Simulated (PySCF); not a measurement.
Gas-phase reaction: ZnF₂ + 2 CCl₂ = ZnCl₂ + 2 F + 2 CCl

Computed with PySCF and rigid-rotor harmonic-oscillator thermochemistry at 1 bar. † marks an energy on the PBE0/def2-TZVP geometry and frequencies; other levels use their own. MP2 and CCSD(T) freeze the core. Open shells (unrestricted): F (multiplicity 2, electronic degeneracy 6), CCl (multiplicity 2, electronic degeneracy 4); the rest are closed-shell singlets. Spin-orbit splitting is ignored; it lowers the true energy and changes the entropy of F, CCl. B3LYP is the form with VWN-RPA correlation. Zn: all electrons, no relativistic terms. MP2 isn't extrapolated to the basis-set limit; its ΔH°(298 K) is 773.8 kJ in def2-SVP and 843.1 kJ in def2-TZVPP. CCSD(T) isn't extrapolated to the basis-set limit; its ΔH°(298 K) is 714.0 kJ in def2-SVP and 766.1 kJ in def2-TZVPP. The harmonic model lacks anharmonicity and excited electronic states, which grow with temperature; levels with a mode under 35 cm⁻¹ are left out. Soft modes under 120 cm⁻¹ make the harmonic entropy rough for ZnCl₂. Warning, large T1 diagnostic: CCl₂ (CCSD(T)/def2-TZVPP†).

```csv
level,"ΔE electronic, kJ","ΔH°(298 K), kJ","ΔS°(298 K), J/K","ΔG°(2000 K), kJ"
B3LYP/def2-TZVP†,778,771,265,226
BLYP/def2-TZVP†,831,824,265,279
CCSD(T)/def2-TZVPP†,773,766,265,221
HF/def2-TZVP†,348,341,265,-204
M06-2X/def2-TZVP†,790,784,265,238
MP2/def2-SVP†,781,774,265,229
PBE0/def2-SVP†,765,758,265,213
PBE0/def2-TZVP,783,776,265,231
ωB97M-V/def2-TZVP†,802,796,265,251
ωB97X-V/def2-TZVP†,790,783,265,238
```
ΔH° is lowest at HF/def2-TZVP† and highest at BLYP/def2-TZVP†. No reference value is set beside these.
